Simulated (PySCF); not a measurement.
Electron correlation in P⁺ (phosphorus, charge +1)

[Ne] 3s1 3p3, high-spin 5S determinant (an excited configuration). Calculation: PySCF 2.14, in x2c-QZVPPall (9s6p4d2f1g, 70 functions); the spin-free X2C one-electron Hamiltonian (Gaussian nucleus). Frozen: [Ne]; 4 electrons correlated.

MP2 pair energies summed by pair of shells (mhartree):

```tsv
pair	energy	share (%)
3p-3p	-20.52	83.7
3s-3p	-3.99	16.3
```

Total MP2 correlation energy: -24.51 mhartree.

Same-spin part -24.51 and opposite-spin part 0.00 mhartree; SCS-MP2 scales them by 1/3 and 6/5 to -8.17 mhartree.
